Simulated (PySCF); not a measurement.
Two-photon absorption: `CN(C)C(=O)[SiH](P)P`, C3H11NOP2Si

Geometry:
```csv
atom,x (Å),y (Å),z (Å)
C1,-1.607,0.544,-1.055
N2,-1.354,-0.161,0.172
C3,-2.530,-0.553,0.921
C4,-0.134,-0.481,0.614
O5,0.051,-1.099,1.659
Si6,1.510,-0.096,-0.321
P7,1.824,2.081,-0.831
P8,2.702,-0.930,1.374
H9,-0.680,0.931,-1.472
H10,-2.080,-0.118,-1.787
H11,-2.281,1.383,-0.864
H12,-3.102,0.329,1.215
H13,-3.164,-1.205,0.316
H14,-2.201,-1.088,1.810
H15,1.476,-0.760,-1.643
H16,1.999,2.498,0.475
H17,3.182,1.936,-1.028
H18,3.929,-0.949,0.710
H19,2.449,-2.254,1.069
```

Level of theory: TDDFT PBE0/def2-SVPD excited states, vertical, gas phase (PySCF 2.14.0). Geometry: GFN2-xTB.

(1) How strongly do the lowest singlets absorb one photon, and two photons of half the energy?

Results:

(1) δ for parallel linear polarisation; σ at the peak of a Lorentzian of half width 0.1 eV, single beam; Ω is circular over linear.
```csv
state,E (eV),f,photon λ (nm),δ (au),σ (GM),Ω,main
S1,4.76,0.009,521,5.85,0.05,0.87,"HOMO→LUMO 0.75, HOMO−1→LUMO 0.17"
S2,5.51,0.014,450,6.6,0.07,0.85,"HOMO−1→LUMO 0.66, HOMO→LUMO 0.19"
S3,5.80,0.017,428,26.9,0.33,0.22,HOMO→LUMO+1 0.88
S4,5.90,0.061,420,25,0.32,0.98,"HOMO−2→LUMO 0.62, HOMO−3→LUMO 0.19"
S5,6.08,0.026,408,69.5,0.94,0.47,"HOMO−1→LUMO+1 0.66, HOMO−2→LUMO 0.15"
```

Among these, the strongest one-photon state is S4, the strongest two-photon state S5, with a dipole change of 3.6 D (relaxed, norm of the difference vector).
